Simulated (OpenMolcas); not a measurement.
3d2 ions of rising charge with 6 ammonia ligands in octahedral coordination

| Quantity | Value |
| --- | --- |
| Program | OpenMolcas 26.06 |
| Method | CASSCF |
| Spin-orbit coupling | RASSI with atomic mean-field integrals over the reference wave functions |

The d shell is active. Anionic complexes are neutralised by point charges behind the ligands. Distances were set from a Shannon-type radius of the metal (high-spin where two are listed, low-spin for CN, NH3 and NCH) plus a fixed donor radius (NH3 1.42 Å). Ligand basis ANO-RCC-VDZP, DKH2 Hamiltonian. Energies in cm-1 above the lowest state or level, χT in cm3 K/mol. Spin-only χT is S(S+1) / 2 for the spin of the ground state.

```json
{"Ion": "Ti2+", "Shell": "3d2", "R (Å)": "2.28", "Metal basis": "ANO-RCC-VDZP", "Ground state": "2S+1 = 3", "First state of that spin": "189.2", "First gap with spin-orbit (degeneracies)": "49.2 (2, 2)", "χT at 300 K": "1.095", "First state of another spin": "2S+1 = 1: 10985", "Spin-only χT": "1.000"}
{"Ion": "V3+", "Shell": "3d2", "R (Å)": "2.06", "Metal basis": "ANO-RCC-VTZP", "Ground state": "2S+1 = 3", "First state of that spin": "143.2", "First gap with spin-orbit (degeneracies)": "51.2 (2, 2)", "χT at 300 K": "0.921", "First state of another spin": "2S+1 = 1: 13394", "Spin-only χT": "1.000"}
{"Ion": "Cr4+", "Shell": "3d2", "R (Å)": "1.97", "Metal basis": "ANO-RCC-VDZP", "Ground state": "2S+1 = 3", "First state of that spin": "99.7", "First gap with spin-orbit (degeneracies)": "40.4 (2, 2)", "χT at 300 K": "0.769", "First state of another spin": "2S+1 = 1: 14998", "Spin-only χT": "1.000"}
```

The rows also differ in their metal basis, so part of each step comes from that.

χT departs most from the spin-only value for Cr4+, by -0.231 cm3 K/mol.

An orbital doublet at a regular site is open to a Jahn-Teller distortion, which this geometry leaves out. Without dynamic correlation the repulsion within the d shell is too large (B by tens of per cent), so at a given field states of lower spin stand too high. Ligand-to-metal charge-transfer states are missing. With no ligand orbital active B as a rule stays too high, so bands that hang on it stand too high and its fall with covalency is understated. With metal d orbitals alone and no dynamic correlation the field as a rule comes out too small, by tens of per cent, by up to half for chloride and softer ligands (holds for Ti2+). The least metal-like active orbital is 84 % on the metal (Löwdin) and no ligand orbital is active, so the numbers are rough (holds for V3+). With metal d orbitals alone the field can be off either way by tens of per cent (holds for V3+; Cr4+). The least metal-like active orbital is 72 % on the metal (Löwdin) and no ligand orbital is active, so the numbers are rough (holds for Cr4+). No measured value stands beside these numbers; the geometry was imposed, not optimised, and the real ion may take another.

A state without a sure symmetry label is named by its multiplicity alone.
